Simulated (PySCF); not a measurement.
Give a PBE0-D3(BJ)/def2-SVP geometry of [AlCl3(PMe3)] (`C[P+](C)(C)[Al-]([Cl])([Cl])[Cl]`).

Z-matrix in Å and degrees, rows numbered from 1:
```
C 
P   1  1.8173
C   2  1.8171  1  106.92
C   2  1.8172  1  106.92  3  -114.37
Al  2  2.3917  1  110.00  3   122.22
Cl  5  2.1294  2   99.98  1   -61.14
Cl  5  2.1283  2  100.57  1    57.45
Cl  5  2.1239  2  102.38  1   178.49
H   1  1.0998  2  108.14  3   179.01
H   1  1.0999  2  108.06  3   -64.32
H   1  1.0997  2  112.21  3    57.27
H   3  1.0997  2  112.07  1   -57.14
H   3  1.0999  2  108.43  1  -178.66
H   3  1.0998  2  108.18  1    64.38
H   4  1.0998  2  108.31  1   -63.80
H   4  1.0998  2  111.95  1    57.56
H   4  1.0998  2  108.52  1   179.07
```

P2 (phosphorus bonded to Al and 3 C) is distorted tetrahedral (angles from 106.9° to 113.3°). Al5 (aluminium bonded to 3 Cl and P) is distorted tetrahedral (angles from 100.0° to 117.1°). All 3 C–P bonds measure 1.817 Å.

The calculation used PBE0-D3(BJ)/def2-SVP geometry optimisation, gas phase in PySCF 2.14.0.

Point group: near C3v, missed by 0.16 Å at most; the miss may be what the optimiser left on a soft mode. No frequency check.

The run took 3.4 min of wall time on Arm Neoverse V1, one thread, no GPU, shared host, and the process peaked at 0.80 GiB of memory. These figures are those of the optimisation.
